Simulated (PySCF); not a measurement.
Job file and geometry (Å, from GFN2-xTB) of an NMR shielding run on `C[C@@H]1CCNC/C(=C/Cl)C1`, C8H14ClN, GIAO PBE0/pcSseg-1 NMR shielding, non-relativistic, gas phase (PySCF 2.14.0, density-fitted response routines); density fitting, a coarse starting grid and PySCF grid level 2 are the driver's defaults:

```
$ OMP_NUM_THREADS=1 python probes_run.py task.json out

{"job": {"kind": "nmr", "xc": "PBE0", "basis": "pcSseg-1"}, "charge": 0, "multiplicity": 1}
C     -1.811397     0.689122     0.727355
C     -1.303505     0.018768    -0.546087
C     -1.032378    -1.474986    -0.331449
C      0.203805    -1.811962     0.511662
N      1.471209    -1.506389    -0.123632
C      1.980906    -0.177626     0.111607
C      1.020656     0.974006    -0.140551
C      1.206187     2.112073     0.514252
Cl     0.244968     3.532534     0.302125
C     -0.083738     0.762185    -1.129801
H     -2.716527     0.195881     1.075463
H     -2.041437     1.734029     0.536982
H     -1.068347     0.645376     1.519406
H     -2.099377     0.089091    -1.298427
H     -0.912139    -1.955990    -1.307608
H     -1.908448    -1.921172     0.144492
H      0.169973    -1.296432     1.472788
H      0.193334    -2.890312     0.710665
H      1.409845    -1.705366    -1.116454
H      2.324010    -0.132999     1.150828
H      2.860441    -0.044789    -0.527752
H      2.002059     2.253937     1.228800
H     -0.419146     1.734979    -1.493355
H      0.297311     0.195807    -1.983753
```

Task: What does the program print?

Result: 
```
coarse grid: 20056 points
cycle   1  E = -827.4307523991  dE =  1.304e+00  |g| = 4.555e-01  |ddm| = 4.437e+00
cycle   2  E = -827.4189565298  dE =  1.180e-02  |g| = 5.213e-01  |ddm| = 9.810e-01
cycle   3  E = -827.4836253011  dE = -6.467e-02  |g| = 1.158e-01  |ddm| = 5.921e-01
cycle   4  E = -827.4863818192  dE = -2.757e-03  |g| = 4.473e-02  |ddm| = 1.557e-01
cycle   5  E = -827.4868394377  dE = -4.576e-04  |g| = 1.171e-02  |ddm| = 4.526e-02
cycle   6  E = -827.4868698559  dE = -3.042e-05  |g| = 3.040e-03  |ddm| = 1.393e-02
cycle   7  E = -827.4868716787  dE = -1.823e-06  |g| = 6.998e-04  |ddm| = 3.182e-03
final grid: 187616 points
cycle   8  E = -827.5489428770  dE = -1.026e-04  |g| = 1.076e-02  |ddm| = 6.034e-02
cycle   9  E = -827.5489308983  dE =  1.198e-05  |g| = 1.267e-02  |ddm| = 2.266e-02
cycle  10  E = -827.5489710482  dE = -4.015e-05  |g| = 1.943e-03  |ddm| = 1.418e-02
cycle  11  E = -827.5489718198  dE = -7.716e-07  |g| = 6.670e-04  |ddm| = 2.672e-03
cycle  12  E = -827.5489719250  dE = -1.052e-07  |g| = 1.461e-04  |ddm| = 6.462e-04
cycle  13  E = -827.5489719296  dE = -4.643e-09  |g| = 4.811e-05  |ddm| = 1.924e-04
cycle  14  E = -827.5489719302  dE = -5.416e-10  |g| = 7.429e-06  |ddm| = 5.087e-05
converged SCF energy = -827.5489719302

GIAO shielding tensors (ppm)
atom      isotropic    diamagn.    paramagn.     s11        s22        s33       span
  0 C      168.940     247.562     -78.622    148.975    170.346    187.498     38.523
  1 C      153.011     245.971     -92.959    147.579    155.291    156.164      8.586
  2 C      142.029     248.413    -106.385    134.369    141.593    150.123     15.753
  3 C      139.980     245.067    -105.086    115.039    131.662    173.240     58.201
  4 N      213.008     322.182    -109.174    170.766    219.938    248.319     77.553
  5 C      129.979     239.746    -109.766    104.230    132.155    153.553     49.323
  6 C       34.795     262.604    -227.809    -74.589     38.873    140.101    214.691
  7 C       60.827     249.643    -188.816    -37.785     99.341    120.924    158.709
  8 Cl     761.515    1147.161    -385.646    549.061    785.078    950.405    401.344
  9 C      150.850     244.968     -94.119    130.450    151.791    170.309     39.859
 10 H       31.140      29.892       1.248     26.181     28.436     38.803     12.621
 11 H       30.309      30.243       0.066     24.574     30.053     36.299     11.725
 12 H       30.410      30.887      -0.477     27.918     30.296     33.017      5.100
 13 H       29.646      31.811      -2.165     25.660     27.280     35.999     10.339
 14 H       30.389      31.793      -1.404     25.988     28.696     36.483     10.496
 15 H       30.241      31.220      -0.979     25.689     28.713     36.320     10.631
 16 H       29.371      30.504      -1.132     26.428     28.586     33.100      6.672
 17 H       28.463      28.393       0.069     21.482     27.874     36.031     14.549
 18 H       31.446      33.821      -2.374     25.644     29.762     38.933     13.288
 19 H       28.265      29.300      -1.035     22.583     29.352     32.861     10.278
 20 H       28.014      27.841       0.173     22.258     27.959     33.827     11.569
 21 H       25.664      30.415      -4.751     20.678     27.431     28.883      8.205
 22 H       28.572      31.274      -2.703     23.590     28.358     33.767     10.177
 23 H       29.662      31.804      -2.142     26.339     27.501     35.147      8.809
```

Task: Turn these shieldings into chemical shifts. References, each an isolated molecule treated in the same way: 13C (σref 186.93) and 1H (σref 31.72) against TMS; 15N (σref 267.73) against NH3; 35Cl (σref 949.78) against HCl.

Result: Averaging equivalent atoms: C 6: 152.1; C 7: 126.1; C 5: 56.9; C 3: 46.9; C 2: 44.9; C 9: 36.1; C 1: 33.9; C 0: 18.0; N 4: 54.7; Cl 8: 188; H 21: 6.05; H 20: 3.70; H 19: 3.45; H 17: 3.25; H 22: 3.15; H 16: 2.35; H 13: 2.07; H 23: 2.05; H 15: 1.48; H 14: 1.33; H 10/11/12: 1.10; H 18: 0.27 ppm. Experimental scales use liquid or dissolved standards, which lie at an offset from isolated NH3 (liquid NH3: subtract about 20 ppm).

Size and cost of the density-fitted run: 247 basis functions, 63 s wall time on 1 thread of an Arm Neoverse V1, shared host; peak memory 1.2 GiB.
